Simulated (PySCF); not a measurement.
**Excitation energy of P⁺ by level of theory**

P⁺ [Ne] 3s2 3p2 (3P) → P⁺ [Ne] 3s1 3p2 3d1 (high-spin determinant), as a difference of total energies. Computed with PySCF 2.14 in aug-cc-pCVTZ-DK with one added diffuse shell each of s, p, d, f type (9s8p6d4f, 91 functions), with scalar relativity by spin-free X2C-1e. Correlated levels: valence: [Ne] frozen. The calculations carry no spin-orbit coupling.

```csv
method,excitation energy (eV)
UHF,16.347
MP2 (valence),17.426
SCS-MP2 (valence),17.953
CCSD (valence),17.174
CCSD(T) (valence),17.083
```

Problem. How much does correlation contribute at CCSD(T) (valence)?

Solution. 17.083 − (16.347) = 0.736 eV, measured against UHF.

A first-order spin-orbit estimate (lowest level to lowest level, LS coupling) adds 0.008 eV.

The promoted electron is Rydberg-like, and one or two diffuse shells describe it only roughly, which tends to raise the upper state.

The coupled-cluster amplitudes are large for the upper state (T1 above 0.03 or a double amplitude above 0.15), so a single reference is strained.

The determinant of the upper state mixes LS terms, which raises its energy above the lowest term, most at the Hartree-Fock and MP2 levels.
